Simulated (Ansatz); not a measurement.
Start from `C#CC` and change one atom or group to get `C#C[SeH]`.

Ansatz, PBE0-D4/def2-TZVP geometries, multiplicity 1. Each molecule was computed in one conformer, which needn't be the lowest.

Scalar relativity is left out up to krypton.

| property | `C#CC` |
| --- | --- |
| HOMO energy (B3LYP/def2-TZVPP) / eV | -7.49 |
| size of the dipole moment (ωB97M-V/def2-TZVPP) / D | 0.81 |
| HOMO–LUMO gap (ωB97M-V/def2-TZVPP) / eV | 12.86 |
| HOMO–LUMO gap (PBE0/def2-TZVPP) / eV | 9.02 |
| LUMO energy (PBE0/def2-TZVPP) / eV | 1.30 |
| size of the dipole moment (B3LYP/def2-TZVPP) / D | 0.83 |

Question: What does the change do to each property? (An estimate is asked.)

Answer: Computed: 
```csv
property,`C#C[SeH]`,shift
HOMO energy (B3LYP/def2-TZVPP) / eV,-6.59,0.90
size of the dipole moment (ωB97M-V/def2-TZVPP) / D,0.57,-0.24
HOMO–LUMO gap (ωB97M-V/def2-TZVPP) / eV,10.44,-2.42
HOMO–LUMO gap (PBE0/def2-TZVPP) / eV,6.34,-2.68
LUMO energy (PBE0/def2-TZVPP) / eV,-0.48,-1.78
size of the dipole moment (B3LYP/def2-TZVPP) / D,0.55,-0.28
```

With PBE0 the HOMO rises by 0.91 eV and the LUMO falls by 1.78 eV, so the gap narrows by about 2.69 eV. PBE moves the HOMO by 0.78 eV and ωB97M-V by 1.09 eV. The zero-point energy changes by -78.1 kJ/mol with -6 modes. Dipoles are sizes alone; their direction can turn.

B3LYP here is the variant with VWN-RPA as its local correlation; programs differ in this.

Spin–orbit coupling is left out; it splits and shifts lone-pair levels of the heavy atoms by tenths of an eV.
